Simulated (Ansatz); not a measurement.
Ansatz (a quantum-chemistry and plane-wave program) input (B3LYP/LANL2DZ): The .json file is the Basis Set Exchange's LANL2DZ.

Ansatz 0.2 input:
```yaml
crystal:
  periodic: [false, false, false]
  atoms:
    - {symbol: Tl, position_ang: [-0.00000000, -0.00000000, -0.45908937]}
    - {symbol: Cl, position_ang: [0.00000000, 0.00000000, 2.18742580]}
basis:
  gaussian:
    orbitals: LANL2DZ.json
hamiltonian:
  xc: {name: B3LYP}
total_charge: 1
magnetization: {spin_polarized: true, initial_magnetization: 1}
output: {forces: true}
```

From the last part of the output:

```
WARN ansatz: RAYON_NUM_THREADS=1 ignored (pool sized by the plan → 1); use --threads N
Functional definition: B3LYP
integrals: 0.01 GiB planned
393 factors; integrals over basis functions are off by at most 3.5e-4 eV
mean field: 0.09 GiB planned
mean field evaluation 1: about -1795.4300 eV, gradient 2.9e1 eV
mean field evaluation 2: about -1669.1718 eV, gradient 9.0e1 eV
mean field evaluation 4: about -1803.8755 eV, gradient 3.7e0 eV
mean field evaluation 8: about -1804.0023 eV, gradient 8.4e-2 eV
mean field evaluation 16: about -1803.8400 eV, gradient 2.1e0 eV
mean field -1804.00241518 eV, -66.2958659611 hartree, gradient 6.5e-6 eV, S^2 0.753519; 1 other end points of the search recorded, 0 dependent functions left out
the calculation of the forces begins
reference -1804.00260351 eV, -66.2958728819 hartree; 10, 9 occupied and 16, 17 virtual orbitals, 393 factors
Total energy: -1804.00260351 eV, -66.2958728819 hartree
Atom 0 at    -0.000000    -0.000000    -0.459089 Å, force    -0.000000    -0.000000    -0.765779 eV/Å
Atom 1 at     0.000000     0.000000     2.187426 Å, force     0.000000     0.000000     0.765779 eV/Å
Dipole moment:    -0.000000    -0.000000    -0.521984 e Å
```

The dipole moment of an ion depends on the origin.
